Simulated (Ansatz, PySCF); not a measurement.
C$_{4}$H$_{12}$OSn (SMILES C[CH2][SnH]([OH])[CH2]C), singlet, at a GFN2-xTB geometry (such geometries of metal compounds can be far from the true shape) (all electrons, no relativity), with bond 17-6 at 1.4 times its length. Base run: CASSCF(2,2)/STO-3G run with PySCF.

The PySCF input:
```python
from pyscf import gto, scf, mcscf
import numpy

mol = gto.M(
    atom='''
Sn    0.00094775    0.22326748   -0.07092995
O     0.39240958   -0.04685981    1.86787543
C     1.75680852   -0.76815959   -0.95695779
C     3.06257312   -0.30951427   -0.34585603
C    -2.02089483   -0.60857236   -0.46167463
C    -3.14044171    0.19312370    0.16724162
H    -0.00619980    1.94840042   -0.26145222
H    -0.21019263    0.34995015    2.49215382
H     1.74802787   -0.58891157   -2.03107933
H     1.61359077   -1.83516826   -0.79032503
H     3.89092455   -0.86256911   -0.78757529
H     3.22629873    0.75054353   -0.52089111
H     3.06262486   -0.48148840    0.72570461
H    -2.15659151   -0.66221674   -1.53903148
H    -2.01413264   -1.62637588   -0.07376520
H    -3.04525523    0.21791554    1.25042065
H    -4.48658797   -0.43705092   -0.17687663
H    -3.14205458    1.21716089   -0.19862722
''',
    basis='sto-3g',
    verbose=4,
)

mf = scf.RHF(mol)
mf.kernel()
mc = mcscf.CASSCF(mf, 2, 2)
mc.fix_spin_(ss=0.0)
mc.kernel()
occ = numpy.linalg.eigvalsh(mc.fcisolver.make_rdm1(mc.ci, mc.ncas, mc.nelecas))[::-1]
ss = mc.fcisolver.spin_square(mc.ci, mc.ncas, mc.nelecas)[0]
print('natural occupations', occ.round(4), ' <S^2>', round(ss, 4))
```

Programs used: Ansatz (a first-principles code), PySCF; a row that names a program was run with it.

The base run was repeated with changes; each row names its change, and settings that it needs were set with it.

| change | ΔE vs base (mEh) | natural occupations | <S^2> of the state |
|---|---|---|---|
| base | 0.000 | 1.97 0.03 | 0.00 |
| code = ansatz; correction = SC-NEVPT2, all electrons | -298.3 | - | - |
| conv_tol = 1e-5 | 0.299 | 1.97 0.03 | 0.00 |
| active space = 6 electrons, 4 orbitals | -0.500 | 2.00 2.00 1.97 0.03 | 0.00 |
| state_average = 2 states | 24.974 | - | - |
| correction = SC-NEVPT2 | -286.4 | 1.97 0.03 | 0.00 |
| orbitals = fixed (CASCI) | 12.913 | 2.00 0.00 | 0.00 |
| orbitals = fixed (CASCI); correction = SC-NEVPT2 | -285.6 | 2.00 0.00 | 0.00 |
| active space = 4 electrons, 4 orbitals | -16.480 | 1.97 1.97 0.04 0.03 | 0.00 |
| solver = newton | 0.000 | 1.97 0.03 | 0.00 |
| fix_spin_ = off | 0.000 | 1.97 0.03 | 0.00 |

Active orbitals are taken around the Fermi level unless the row says otherwise; CASSCF can end in different local minima, and two programs can end on different orbitals. State-averaged rows give the lowest state.
